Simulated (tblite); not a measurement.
Compound: C4H8BNO2.
SMILES with atom numbers: `[CH2:1]=[CH:2][O:3][B:4]([CH3:5])[NH:6][CH:7]=[O:8]` (hydrogens: H9, H10 on C1; H11 on C2; H12, H13, H14 on C5; H15 on N6; H16 on C7)

Computed with GFN2-xTB (tblite), gas phase: L-BFGS steps from a force-field or distance-geometry start until the largest atomic force falls under 0.01 eV/Å.

Step 16: E = -678.8466 eV
```
atom  x, y, z in Å  |  force x, y, z in eV/Å
C1      2.7057   -0.9414    0.0469   -0.005   0.009  -0.029
C2      2.1700    0.2504   -0.1591   -0.061  -0.018  -0.007
O3      0.8882    0.4580   -0.5208    0.003   0.069   0.056
B4     -0.3618    0.4270   -0.0193    0.012  -0.072   0.073
C5     -1.0348    1.7307    0.5760   -0.006  -0.008  -0.016
N6     -1.0878   -0.8279   -0.1506    0.029   0.027   0.024
C7     -2.2438   -1.2174    0.4609    0.041  -0.029  -0.056
O8     -2.8386   -0.6160    1.3131   -0.035  -0.016  -0.097
H9      2.1321   -1.8441   -0.0559   -0.043  -0.054   0.000
H10     3.7364   -1.0484    0.3216    0.048   0.039   0.031
H11     2.7433    1.1676   -0.0415    0.041  -0.027  -0.087
H12    -1.9862    1.5403    1.0568    0.020  -0.039   0.062
H13    -1.2115    2.4535   -0.2156    0.007   0.047  -0.095
H14    -0.3702    2.2165    1.2853   -0.020   0.024   0.072
H15    -0.6576   -1.5339   -0.7343   -0.031   0.027   0.015
H16    -2.5909   -2.2062    0.0925    0.000   0.019   0.056
```

Step 17: E = -678.8486 eV
```
atom  x, y, z in Å  |  force x, y, z in eV/Å
C1      2.7065   -0.9431    0.0451   -0.008  -0.009  -0.006
C2      2.1699    0.2488   -0.1594   -0.018  -0.011  -0.022
O3      0.8889    0.4597   -0.5202   -0.010   0.066   0.066
B4     -0.3617    0.4259   -0.0197   -0.001   0.007   0.101
C5     -1.0350    1.7332    0.5758   -0.004  -0.012  -0.006
N6     -1.0877   -0.8289   -0.1497    0.037   0.032   0.032
C7     -2.2446   -1.2191    0.4611    0.030  -0.001  -0.061
O8     -2.8434   -0.6158    1.3096   -0.001  -0.030  -0.118
H9      2.1301   -1.8463   -0.0530   -0.001  -0.018   0.003
H10     3.7388   -1.0465    0.3208   -0.007   0.026   0.012
H11     2.7477    1.1649   -0.0459    0.017  -0.042  -0.088
H12    -1.9855    1.5383    1.0590    0.034  -0.024   0.031
H13    -1.2140    2.4577   -0.2166    0.019  -0.004  -0.035
H14    -0.3732    2.2199    1.2899   -0.039  -0.006   0.009
H15    -0.6528   -1.5319   -0.7342   -0.059   0.015   0.031
H16    -2.5916   -2.2079    0.0937    0.012   0.010   0.051
```

**Question.** Estimate the geometry and energy of step 18. (The exact step hangs on the optimiser's Hessian estimate; all steps are aligned on step 17, rigid shifts and turns removed.)

**Answer.** E = -678.8503 eV, largest force 0.124 eV/Å
```
atom  x, y, z in Å  |  force x, y, z in eV/Å
C1      2.7068   -0.9445    0.0434   -0.013  -0.025   0.014
C2      2.1694    0.2475   -0.1600    0.023  -0.006  -0.034
O3      0.8891    0.4628   -0.5184   -0.015   0.062   0.072
B4     -0.3614    0.4247   -0.0177   -0.004   0.074   0.100
C5     -1.0353    1.7350    0.5755   -0.005  -0.008   0.009
N6     -1.0867   -0.8294   -0.1485    0.031   0.025   0.039
C7     -2.2445   -1.2206    0.4600    0.012   0.026  -0.050
O8     -2.8474   -0.6159    1.3048    0.009  -0.019  -0.107
H9      2.1284   -1.8483   -0.0510    0.035   0.012   0.010
H10     3.7405   -1.0442    0.3209   -0.056   0.012  -0.009
H11     2.7515    1.1620   -0.0512    0.001  -0.049  -0.085
H12    -1.9841    1.5363    1.0616    0.033  -0.007   0.000
H13    -1.2150    2.4605   -0.2187    0.027  -0.055   0.026
H14    -0.3762    2.2224    1.2938   -0.048  -0.022  -0.040
H15    -0.6505   -1.5301   -0.7340   -0.056  -0.005   0.027
H16    -2.5922   -2.2092    0.0957    0.026  -0.015   0.028
```

The energy changes by -0.0017 eV. The first-order estimate −F·Δx gives -0.0023 eV and the mean of the old and new forces, exact on a quadratic surface, -0.0017 eV. The step makes an angle of 52° with the force vector and moves no atom by more than 0.007 Å.

The cost below is that of the whole relaxation. On an Arm Neoverse N1 with one thread, on a shared host, this took 1.4 s of wall time.
